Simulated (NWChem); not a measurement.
System: BiH2Te2Cl; SMILES [Cl][Bi]([TeH])[TeH]

Here is an NWChem input.

```
start job
memory heap 200 mb stack 900 mb global 1100 mb
geometry units angstroms noautoz
  Bi    -0.850497     0.051894     0.485928
  Cl    -1.942911    -0.149454    -1.746633
  Te     1.111055     2.086371    -0.003335
  H      1.932913     1.128427    -1.090432
  Te     1.088994    -2.025566     0.278936
  H     -0.113234    -3.183649     0.231192
end
basis spherical
  * library def2-svp
end
ecp
  Te library def2-ecp
  Bi library def2-ecp
end
dft
  xc mn15-l
  iterations 150
  mulliken
end
task dft energy
```

Parts of the log:

```
             Northwest Computational Chemistry Package (NWChem) 7.3.0
             --------------------------------------------------------

 C1  symmetry detected

                             Geometry "geometry" -> ""
                             -------------------------

 Output coordinates in angstroms (scale by  1.889725989 to convert to a.u.)

  No.       Tag          Charge          X              Y              Z
 ---- ---------------- ---------- -------------- -------------- --------------
    1 Bi                  83.0000    -0.85131310    -0.00887044     0.49380442
    2 Cl                  17.0000    -2.24310823    -0.09329250    -1.57356521
    3 Te                  52.0000     0.98948930     2.10163787    -0.12535821
    4 H                    1.0000     1.66565017     1.23676096    -1.37822755
    5 Te                  52.0000     1.07266389    -2.01919296    -0.12038367
    6 H                    1.0000    -0.10578929    -3.20167737    -0.07835278

 Effective nuclear repulsion energy (a.u.)    2547.2903430478

                                 NWChem DFT Module
                                 -----------------

 Summary of "ao basis" -> "ao basis" (spherical)
 ------------------------------------------------------------------------------
       Tag                 Description            Shells   Functions and Types
 ---------------- ------------------------------  ------  ---------------------
 Bi                         def2-svp                10       26   4s4p2d
 Cl                         def2-svp                 8       18   4s3p1d
 Te                         def2-svp                10       26   4s4p2d
 H                          def2-svp                 3        5   2s1p

            General Information
            -------------------
          SCF calculation type: DFT
          Wavefunction type:  closed shell.
          No. of atoms     :     6
          No. of electrons :    90
           Alpha electrons :    45
            Beta electrons :    45
          Charge           :     0
          Spin multiplicity:     1
          Use of symmetry is: off; symmetry adaption is: off
          Maximum number of iterations: 150
          AO basis - number of functions:   106
                     number of shells:    44
          Convergence on energy requested:  1.00D-06
          Convergence on density requested:  1.00D-05
          Convergence on gradient requested:  5.00D-04

              XC Information
              --------------
                       MN15-L Method XC Functional
                        MN15-L Exchange Functional  1.000
                      MN15-L Correlation Potential  1.000

             Grid Information
             ----------------
          Grid used for XC integration:  medium
          Radial quadrature: Mura-Knowles
          Angular quadrature: Lebedev.
          Tag              B.-S. Rad. Rad. Pts. Rad. Cut. Ang. Pts.
          ---              ---------- --------- --------- ---------
          Bi                  1.60      123          10.0       590
          Cl                  1.00       88          11.0       590
          Te                  1.40      123          13.0       590
          H                   0.35       45          13.0       434
          Grid pruning is: on
          Number of quadrature shells:   547
          Spatial weights used:  Erf1

      Superposition of Atomic Density Guess
      -------------------------------------

 Sum of atomic energies:       -1328.18852666

      Non-variational initial energy
      ------------------------------

 Total energy =   -1208.094149
 1-e energy   =   -2938.681118
 2-e energy   =    1231.920003
 HOMO         =      -0.247089
 LUMO         =      -0.031585

     ---------------------------------------------
      Total Density - Mulliken Population Analysis
     ---------------------------------------------

    Atom       Charge   Shell Charges
 -----------   ------   -------------------------------------------------------
    1 Bi  23    21.81   2.92 -0.87  1.20  0.65  4.71  1.26  0.99  0.84  9.75  0.35
    2 Cl  17    17.62   2.00  1.99  1.23  0.74  5.94  2.19  3.51  0.01
    3 Te  24    24.42   1.77  0.27  1.20  0.66  2.87  3.16  2.18  2.28  9.84  0.19
    4 H    1     0.87   0.56  0.29  0.02
    5 Te  24    24.41   1.77  0.27  1.20  0.66  2.88  3.16  2.17  2.27  9.84  0.20
    6 H    1     0.88   0.57  0.30  0.02

   convergence    iter        energy       DeltaE   RMS-Dens  Diis-err
 ---------------- ----- ----------------- --------- --------- ---------
 d= 0,ls=0.0,diis     1  -1209.4017297473 -1.71D+03  2.14D-02  7.70D-01
 d= 0,ls=0.0,diis     2  -1209.1879128239  2.14D-01  1.64D-02  1.62D+00
 d= 0,ls=0.0,diis     3  -1209.4727080720 -2.85D-01  5.13D-03  1.18D-01
 d= 0,ls=0.0,diis     4  -1209.4946032143 -2.19D-02  2.09D-03  1.34D-02
 d= 0,ls=0.0,diis     5  -1209.4973718252 -2.77D-03  8.00D-04  2.66D-03
  Resetting Diis
 d= 0,ls=0.0,diis     6  -1209.4979015385 -5.30D-04  1.93D-04  2.05D-04
 d= 0,ls=0.0,diis     7  -1209.4979439189 -4.24D-05  5.97D-05  3.87D-06
 d= 0,ls=0.0,diis     8  -1209.4979430216  8.97D-07  3.87D-05  8.16D-06
 d= 0,ls=0.0,diis     9  -1209.4979446929 -1.67D-06  6.96D-06  2.55D-07
 d= 0,ls=0.0,diis    10  -1209.4979447372 -4.42D-08  1.77D-06  1.14D-08

         Total DFT energy =    -1209.497944737175
      One electron energy =    -2937.294223873471
           Coulomb energy =     1314.152091003914
    Exchange-Corr. energy =      -85.022777521258
 Nuclear repulsion energy =      498.666965653639

 Numeric. integr. density =       90.000000536219

                       DFT Final Molecular Orbital Analysis
                       ------------------------------------

 Vector   43  Occ=2.000000D+00  E=-2.480724D-01
              MO Center= -4.9D-01, -2.3D-01, -3.7D-01, r^2= 6.8D+00
   Bfn.  Coefficient  Atom+Function         Bfn.  Coefficient  Atom+Function
  ----- ------------  ---------------      ----- ------------  ---------------
    39      0.306869  2 Cl pz                37     -0.269694  2 Cl px
    86     -0.246930  5 Te px                11      0.219515  1 Bi px
     3     -0.207241  1 Bi s                 13     -0.201716  1 Bi pz
    36      0.202286  2 Cl pz                89     -0.198923  5 Te px
     4     -0.195909  1 Bi s                 56     -0.192841  3 Te py

 Vector   44  Occ=2.000000D+00  E=-2.184031D-01
              MO Center=  7.1D-01,  4.5D-01, -1.9D-01, r^2= 6.7D+00
   Bfn.  Coefficient  Atom+Function         Bfn.  Coefficient  Atom+Function
  ----- ------------  ---------------      ----- ------------  ---------------
    91      0.306059  5 Te pz                88      0.304069  5 Te pz
    57      0.252912  3 Te pz                60      0.247858  3 Te pz
    58      0.244592  3 Te px                59     -0.243662  3 Te py
    55      0.241520  3 Te px                56     -0.224661  3 Te py
    37      0.175279  2 Cl px                39      0.130796  2 Cl pz

 Vector   45  Occ=2.000000D+00  E=-2.109059D-01
              MO Center=  9.4D-01, -3.1D-01, -1.2D-01, r^2= 6.6D+00
   Bfn.  Coefficient  Atom+Function         Bfn.  Coefficient  Atom+Function
  ----- ------------  ---------------      ----- ------------  ---------------
    91      0.441841  5 Te pz                88      0.427271  5 Te pz
    58     -0.284665  3 Te px                55     -0.277934  3 Te px
    60     -0.236737  3 Te pz                57     -0.225707  3 Te pz
    85     -0.175158  5 Te pz                82     -0.135768  5 Te pz
    52      0.113659  3 Te px                54      0.092481  3 Te pz

 Vector   46  Occ=0.000000D+00  E=-1.055150D-01
              MO Center= -1.5D-01, -5.8D-02,  1.8D-01, r^2= 6.9D+00
   Bfn.  Coefficient  Atom+Function         Bfn.  Coefficient  Atom+Function
  ----- ------------  ---------------      ----- ------------  ---------------
    16      0.560711  1 Bi pz                 3     -0.415791  1 Bi s
    90      0.410291  5 Te py                13      0.360741  1 Bi pz
    58     -0.322804  3 Te px                14     -0.317580  1 Bi px
    89     -0.279761  5 Te px                37      0.270291  2 Cl px
    72      0.247252  4 H  s                  4     -0.236657  1 Bi s

 Vector   47  Occ=0.000000D+00  E=-8.923784D-02
              MO Center= -1.9D-01,  2.1D-01,  2.3D-01, r^2= 6.7D+00
   Bfn.  Coefficient  Atom+Function         Bfn.  Coefficient  Atom+Function
  ----- ------------  ---------------      ----- ------------  ---------------
    15      0.764577  1 Bi py                12      0.444683  1 Bi py
    59      0.408531  3 Te py                58      0.383040  3 Te px
    48     -0.306007  3 Te s                 90      0.279425  5 Te py
     6     -0.222434  1 Bi py                56      0.205694  3 Te py
    89     -0.201044  5 Te px                55      0.198670  3 Te px

 Vector   48  Occ=0.000000D+00  E=-7.620162D-02
              MO Center= -6.5D-01, -4.2D-02,  2.6D-01, r^2= 5.7D+00
   Bfn.  Coefficient  Atom+Function         Bfn.  Coefficient  Atom+Function
  ----- ------------  ---------------      ----- ------------  ---------------
    14      0.734245  1 Bi px                11      0.410492  1 Bi px
    39      0.377669  2 Cl pz                16      0.370365  1 Bi pz
    30      0.296696  2 Cl s                 90     -0.274620  5 Te py
    13      0.248757  1 Bi pz                91     -0.218842  5 Te pz
    59      0.216926  3 Te py                60     -0.214532  3 Te pz

     ---------------------------------------------
      Total Density - Mulliken Population Analysis
     ---------------------------------------------

    Atom       Charge   Shell Charges
 -----------   ------   -------------------------------------------------------
    1 Bi  23    22.40   2.93 -0.86  1.41  0.43  4.70  1.27  1.38  0.99  9.69  0.46
    2 Cl  17    17.39   2.00  1.99  1.16  0.84  5.94  2.06  3.39  0.01
    3 Te  24    24.13   1.76  0.27  1.29  0.59  2.89  3.13  2.10  2.04  9.79  0.27
    4 H    1     0.98   0.68  0.29  0.02
    5 Te  24    24.10   1.76  0.27  1.30  0.59  2.89  3.13  2.09  2.02  9.79  0.28
    6 H    1     1.00   0.69  0.29  0.02

     -------------------------------------------
      Total Density - Lowdin Population Analysis
     -------------------------------------------

    Atom       Charge   Shell Charges
 -----------   ------   -------------------------------------------------------
    1 Bi  23    22.67   1.48  0.48  1.12  0.75  4.07  1.66  1.45  1.36  9.31  0.98
    2 Cl  17    17.23   2.00  1.96  1.03  0.89  5.82  2.22  3.30  0.01
    3 Te  24    24.01   1.23  0.74  1.02  0.76  2.74  3.16  2.05  2.23  9.53  0.55
    4 H    1     1.05   0.60  0.40  0.05
    5 Te  24    23.99   1.23  0.74  1.02  0.76  2.74  3.16  2.03  2.21  9.53  0.56
    6 H    1     1.05   0.60  0.41  0.05

     Multipole analysis of the density
     ---------------------------------

     L   x y z        total         alpha         beta         nuclear
     -   - - -        -----         -----         ----         -------
     0   0 0 0     -0.000000    -45.000000    -45.000000     90.000000

     1   1 0 0      0.204093      6.396255      6.396255    -12.588417
     1   0 1 0     -0.056815      1.649887      1.649887     -3.356590
     1   0 0 1      1.187909     22.087219     22.087219    -42.986528

     2   2 0 0    -75.021427   -316.238133   -316.238133    557.454840
     2   1 1 0      0.685738     -6.901204     -6.901204     14.488147
     2   1 0 1     -6.128018    -78.006794    -78.006794    149.885570
     2   0 2 0    -71.421344   -421.004606   -421.004606    770.587868
     2   0 1 1      0.746594     -0.433932     -0.433932      1.614459
     2   0 0 2    -74.687884   -127.214825   -127.214825    179.741765
```

Level: MN15-L/def2-SVP with def2 effective core potentials on Te, Bi. Coordinates come from a PBE0/def2-SVP optimisation. No frequency run checked for a minimum. def2 effective core potentials on Te, Bi; no spin-orbit coupling.
